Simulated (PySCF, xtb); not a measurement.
Be(Br)(SMe) (CH3BeBrS), SMILES C[S][Be][Br].

GFN2-xTB (xtb) at its own geometry gives an orbital gap of 3.79 eV and a dipole moment of 3.91 D.

The structure is a stationary point at PBE0-D3(BJ)/def2-SVP. One conformer was computed; it need not be the lowest.

Task: What does PBE0/def2-TZVPD (PySCF) give? (An estimate is asked for; the answer gives what the named calculation found.)

Result: gap 6.17 eV (levels -7.26 and -1.09 eV), dipole 1.70 D.
